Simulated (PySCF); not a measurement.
Working out the ionisation energy of Mn²⁺

Mn²⁺ [Ar] 3d5 (6S) → Mn³⁺ [Ar] 3d4 (5D). Calculation: PySCF 2.14, in cc-pVDZ; no relativity, point nucleus. Frozen: [Ar]. Energies in hartree (1 hartree = 27.21139 eV):

```
             part  Mn²⁺ (lower)  Mn³⁺ (upper)
              UHF  -1149.106973  -1147.903194
MP2 opposite-spin      0.000000      0.000000
    MP2 same-spin     -0.053140     -0.024895
```

**Question.** What does Hartree-Fock give?

**Answer.** (-1147.903194) − (-1149.106973) = 1.203779 hartree = 32.756 eV.

**Question.** What do MP2 and SCS-MP2 (6/5 opposite-spin, 1/3 same-spin) give?

**Answer.** The opposite-spin parts differ by 0.000 eV and the same-spin parts by 0.769 eV. MP2: 32.756 + (0.000) + (0.769) = 33.525 eV. SCS-MP2: 32.756 + 1.2 × (0.000) + (0.769)/3 = 33.012 eV.

Reference: 33.668 ± 0.012 eV (measured; NIST Atomic Spectra Database, ionization energies), between the lowest levels; spin-orbit coupling is absent from the calculation.

The calculation is non-relativistic.

A double-zeta basis recovers only part of the correlation energy.

What remains against the reference includes basis incompleteness, the frozen core and correlation beyond second order.
